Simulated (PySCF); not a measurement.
A PySCF script (with the pyscf-properties extension) for the NMR shieldings of SMILES CO/C(C#N)=C\B(C)C, C6H10BNO, on a GFN2-xTB geometry:

```python
import basis_set_exchange as bse
import numpy as np
from pyscf import gto, dft
from pyscf.prop import nmr

atoms = """
C     2.713610   -1.232999    0.241883
O     1.374331   -0.790368    0.233460
C     1.093564    0.318231   -0.488039
C     2.146317    0.968162   -1.191071
N     2.969299    1.521807   -1.768531
C    -0.150728    0.845721   -0.583141
B    -1.444629    0.322497    0.090055
C    -1.399081   -0.876864    1.107852
C    -2.795053    1.058418   -0.262700
H     2.729791   -2.121708    0.870163
H     3.384327   -0.476778    0.661944
H     3.058274   -1.490716   -0.764633
H    -0.206046    1.728543   -1.210436
H    -1.089184   -1.786146    0.593373
H    -0.651240   -0.718396    1.882771
H    -2.350898   -1.081027    1.592160
H    -2.852750    1.361866   -1.306408
H    -3.685806    0.480918   -0.027929
H    -2.853902    1.978089    0.321762
"""
names = dict.fromkeys(["C", "O", "N", "B", "H"], "pcSseg-1")
basis = {el: gto.basis.parse(bse.get_basis(n, elements=[el], fmt="nwchem")) for el, n in names.items()}
mol = gto.M(atom=atoms, basis=basis, charge=0, verbose=0)
mf = dft.RKS(mol, xc="PBE0")
mf.grids.level = 2
mf.grids.alignment = dft.numint.BLKSIZE   # the property module wants whole blocks of grid points
mf.conv_tol = 1e-9
mf.kernel()

calc = nmr.RKS(mf)   # GIAO
C = mf.mo_coeff
Co = C[:, mf.mo_occ > 0]
resp = mf.gen_response(singlet=True, hermi=2)
def vind(x):   # induced exchange potential for any number of trial vectors
    d = np.einsum("pi,xij,qj->xpq", C, 2 * x.reshape(-1, C.shape[1], Co.shape[1]), Co, optimize=True)
    return np.einsum("xpq,pi,qj->xij", resp(d - d.transpose(0, 2, 1)), C, Co, optimize=True).ravel()
mo1, _ = nmr.rhf.solve_mo1(calc, with_cphf=vind)
sigma = calc.kernel(mo1)
for i, s in enumerate(sigma):   # ppm
    print("%2d %-2s %9.2f" % (i, mol.atom_pure_symbol(i), np.trace(s) / 3))
```

Question: What are the results?

Answer: 
```
 0 C     127.95
 1 O     206.83
 2 C      33.87
 3 C      67.08
 4 N     -59.92
 5 C      51.87
 6 B      26.68
 7 C     169.48
 8 C     170.10
 9 H      27.59
10 H      27.65
11 H      27.66
12 H      25.20
13 H      30.71
14 H      30.57
15 H      30.54
16 H      30.80
17 H      30.62
18 H      30.91
```

These numbers come from an equivalent density-fitted implementation of the same equations, which agrees with the script to about 0.01 ppm for H and up to a few tenths of a ppm for heavy atoms, so last digits may differ.

Size and cost of the density-fitted run: 203 basis functions, 34 s wall time on 1 thread of an Arm Neoverse V2, shared host; peak memory 0.92 GiB.
